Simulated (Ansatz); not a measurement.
C3H7Al can be A, `C[CH]1[CH2][AlH]1`, or B, `[CH3][Al]1[CH2][CH2]1`.

Computed with Ansatz on PBE0-D4/def2-TZVP structures; ΔE is electronic, products minus reactants. CCSD(T)/CBS is the MP2 limit (def2-TZVPP, def2-QZVPP) plus CCSD(T) − MP2 in def2-TZVPP, frozen cores. Functionals use def2-TZVPP. B3LYP here is the variant with VWN-RPA as its local correlation; programs differ in this.

(1) Which isomer does CCSD(T)/CBS put lower? Give the gap. (Best estimate.)

(2) Give E(B) − E(A) in kJ/mol with r2SCAN-D4, B2PLYP, LDA (SPW92), PBE-D4, CCSD/def2-TZVPP, CCSD(T)/def2-TZVPP, B3LYP. (Estimate.)

Largest T1 diagnostic: 0.010.

## Answers

(1) Ansatz gave: B, by 49.0 kJ/mol.

(2) Computed: r2SCAN-D4 -52.9, B2PLYP -51.5, LDA (SPW92) -45.7, PBE-D4 -49.0, CCSD/def2-TZVPP -48.3, CCSD(T)/def2-TZVPP -48.2, B3LYP -52.9. None reverses the order clearly.

Leaving LDA and LC-ωPBE aside and taking each functional with its dispersion term where it has one, the values, not all of them listed here, spread over 9.8 kJ/mol, from r2SCAN-D4 to B97M-V. LDA lies +5.6 kJ/mol from PBE without D4. The D4 term adds +3.7 kJ/mol with B3LYP and +1.9 kJ/mol with PBE0; it sums over pairs of atoms, weighted by their polarisabilities, and B3LYP, whose exchange is more repulsive, gets the larger term.
